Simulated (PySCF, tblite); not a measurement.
A set of runs on `F[CH](F)[GeH]1[O]CC[O]1`; the geometry of each is named by its level. Settings lines and outputs come from a driver script.

Species: C3H6F2GeO2.
Bonds: F1–C2, C2–F3, C2–Ge4, Ge4–O5, O5–C6, C6–C7, C7–O8, Ge4–O8. Hydrogens: H9 on C2; H10 on Ge4; H11, H12 on C6; H13, H14 on C7.

Step 1: GFN2-xTB geometry optimisation, gas phase (tblite 0.8.0) (from a force-field or distance-geometry start)
```json
{"job": {"kind": "relax", "xc": "GFN2-xTB", "basis": "xTB"}, "charge": 0, "multiplicity": 1}
```
```
step      E/eV     max force
  0    -789.52669    1.691
  1    -789.67591    0.953
  2    -789.74641    0.689
...
 86    -789.94113    0.024
 87    -789.94119    0.020
 88    -789.94127    0.015
 89    -789.94128    0.010
 90    -789.94129    0.005
```

Energy lowered by 9.6 kcal/mol over 90 steps; largest atomic force 0.005 eV/Å at the end. «max force» is the largest atomic force in eV/Å.

Time: 1.7 s wall. Hardware: one thread of an Intel Xeon at 2.50 GHz (shared host).

Step 2: GFN2-xTB harmonic vibrations, gas phase (tblite 0.8.0) (on the GFN2-xTB geometry)
```json
{"job": {"kind": "ir", "xc": "GFN2-xTB", "basis": "xTB"}, "charge": 0, "multiplicity": 1}
```
```
(table of modes left out)
```

36 modes from 25 to 2975 cm⁻¹ (unscaled, harmonic); zero-point energy 56.1 kcal/mol; all wavenumbers are real at this level.

Hardware: one thread of an Intel Xeon at 2.50 GHz, no GPU, shared host. Cost: 1.3 s of wall time.

Step 3: TDDFT B3LYP/def2-SVPD, vertical, gas phase, core orbitals frozen in the response (PySCF 2.14.0, density-fitted response routines) (on the GFN2-xTB geometry)
```json
{"job": {"kind": "uv", "xc": "B3LYP", "basis": "def2-SVPD", "nstates": 8, "ntriplets": 3}, "charge": 0, "multiplicity": 1}
```
```
...
Static polarisability (au): isotropic 71.834, principal 62.219 68.052 85.232
Singlet excitations
state   eV       nm        f      main configurations
  1   6.0400    205.3   0.00538   H->L 0.89, H-1->L 0.10
  2   6.1127    202.8   0.01128   H-1->L 0.88, H->L 0.10
  3   6.8818    180.2   0.00035   H->L+1 0.64, H->L+2 0.33
  4   6.9146    179.3   0.00256   H->L+2 0.54, H->L+1 0.34
  5   7.0255    176.5   0.01201   H-1->L+1 0.53, H-1->L+2 0.30
  6   7.1439    173.6   0.02872   H-2->L 0.90
  7   7.3076    169.7   0.10462   H-1->L+2 0.61, H-1->L+1 0.33
  8   7.3852    167.9   0.00917   H-3->L 0.93
Triplet excitations (Tamm-Dancoff, eV): 5.7050 5.8415 6.4050
```

HOMO -7.77 eV, LUMO -0.70 eV; lowest singlet 6.04 eV; lowest triplet 5.71 eV (Tamm–Dancoff); mean polarisability 71.8 au.

Time: 2.2 min wall; peak memory 0.98 GiB. Hardware: one thread, Intel Xeon at 2.50 GHz (x86_64), no GPU, shared host.

Geometry of the electronic-property runs (GFN2-xTB):
```
atom  x, y, z in Å
F1     3.4332    0.0604   -0.5490
C2     2.3116   -0.6425   -0.2588
F3     2.0226   -1.3977   -1.3390
Ge4    0.8013    0.6836    0.1081
O5    -0.5083    0.7959   -1.0819
C6    -1.6463    0.0748   -0.6384
C7    -1.6184    0.0168    0.8973
O8    -0.2687   -0.0708    1.3180
H9     2.5414   -1.3183    0.5739
H10    1.3041    2.0800    0.4157
H11   -2.5345    0.5961   -0.9993
H12   -1.6213   -0.9365   -1.0543
H13   -2.0730    0.9205    1.3138
H14   -2.1445   -0.8627    1.2716
```

 (This holds for the electronic-property runs.)

One conformer stands for the species.
